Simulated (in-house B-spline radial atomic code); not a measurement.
Sc⁺ is squeezed into an impenetrable sphere of radius R (the orbitals vanish at R). No spin polarisation. Computed with a B-spline radial code for spherical atoms: non-relativistic Hartree-Fock, average of configuration, point nucleus.

Energies in eV above the free ion in [Ar] 3d1 4s1:

```csv
R (bohr),highest level (eV),[Ar] 3d1 4s1,[Ar] 3d1 4f1,[Ne] 3s2 3p5 3d1 4s1 4f1,-dE/dV in [Ar] 3d1 4s1 (GPa)
8.3,-12,0.0483,11.12,46.08,0.0774
6.84,-11.8,0.2928,13.5,48.33,0.64
4.85,-9.27,2.931,22.11,57.83,12.4
4.36,-7.15,5.209,26.59,63.58,28.1
3.32,5.32,19.72,45.37,91.5,217
3.13,10.3,25.97,51.74,101.7,339
2.61,34.4,60.17,82.16,150.8,1340
2.16,82.1,142,148.5,253.6,5410
1.63,232,473.8,413.5,628.7,38400
1.55,274,580.5,499.3,744.7,53600
```

(1) Does [Ar] 3d1 4f1 fall below [Ar] 3d1 4s1 under compression?

(2) Does [Ne] 3s2 3p5 3d1 4s1 4f1 fall below [Ar] 3d1 4s1 under compression?

The highest level is first positive in the row R = 3.32 bohr, pushed up by confinement above the zero of the free ion's potential. Each configuration is held fixed and needn't be the lowest in the sphere.

## Answers

(1) Yes, between R = 2.16 and 1.63 bohr the order changes (near 2.11 bohr by linear interpolation).

(2) No, it stays above over the whole range.
